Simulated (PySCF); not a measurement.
A species of formula C3H8S2Si has this rotational fingerprint, computed with PBE0/def2-SVPD in PySCF (dipole) on a GFN2-xTB geometry, gas phase:

- Rotational constants: A = 2718, B = 1601, C = 1184 MHz
- Dipole components: |μa| = 0.94 D, |μb| = 0.19 D, |μc| = 0.78 D
- Inertial defect: -74.82 u·Å²
- κ: -0.46

**Question.** Which structure is it? (One computed conformer of each.)
A. `[CH3:1][C@@H:2]1[CH2:3][S:4][SiH2:5][S:6]1` with C1–C2–C3–S4 -65°, C2–C3–S4–Si5 -40°, C3–S4–Si5–S6 9°, S4–Si5–S6–C2 15°
B. `[CH3:1][C@@:2]1([S:3][SiH3:4])[CH2:5][S:6]1` with C1–C2–S3–Si4 -149°
C. `[CH3:1][S:2]/[CH:3]=[CH:4]\[S:5][SiH3:6]` with C1–S2–C3–C4 155°, C3–C4–S5–Si6 -35°

**Answer.** B. It is C[C@@]1(S[SiH3])CS1, an asymmetric top, point group C1. The candidates at the same level (rigid rotor, commonest isotopes):

| SMILES | A (MHz) | B (MHz) | C (MHz) | μa (D) | μb (D) | μc (D) | Δ (u·Å²) | point group | rotor |
| --- | --- | --- | --- | --- | --- | --- | --- | --- | --- |
| C[C@@H]1CS[SiH2]S1 | 2343 | 2028 | 1363 | 0.77 | 1.12 | 0.15 | -93.99 | C1 | asymmetric top |
| C[C@@]1(S[SiH3])CS1 | 2718 | 1601 | 1184 | 0.94 | 0.19 | 0.78 | -74.82 | C1 | asymmetric top |
| CS/C=C\S[SiH3] | 3103 | 1180 | 915.7 | 2.67 | 0.27 | 1.36 | -39.32 | C1 | asymmetric top |

`CS/C=C\S[SiH3]` has B 26 % too low; `C[C@@H]1CS[SiH2]S1` has B 27 % too high. No structure here is proved a minimum.
